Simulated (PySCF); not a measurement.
A run for PySCF: R-B3LYP/6-31G* on GaH5O (a complex), monomers drawn apart or pushed together.

```python
from pyscf import gto, scf, dft, mp
from pyscf.data.elements import chemcore

mol = gto.M(
    atom='''
    Ga    0.39670289   -0.37607595    0.68515695
    H     1.88289631   -0.09762483    1.12264838
    H    -0.22924294   -1.81109929    0.85260488
    H    -0.28718893    0.62612580   -0.33037689
    O    -0.44657565    0.39308325    2.33172916
    H    -1.40830718    0.32072730    2.29322330
    H    -0.24182793    1.33195852    2.42251263
    ''',
    basis='6-31g*',
    cart=True,
    charge=0, spin=0, verbose=3, max_memory=1800)
mf = dft.RKS(mol, xc='b3lyp')
mf.conv_tol = 1e-8
mf.max_cycle = 100
mf.kernel()
if not mf.converged:
    mf = mf.newton().run(mf.mo_coeff, mf.mo_occ)
```

The log:

```
converged SCF energy = -2002.82896044608
```

The calculation finished and met its thresholds.

Cost: about 2.4 core-seconds (a rough figure).
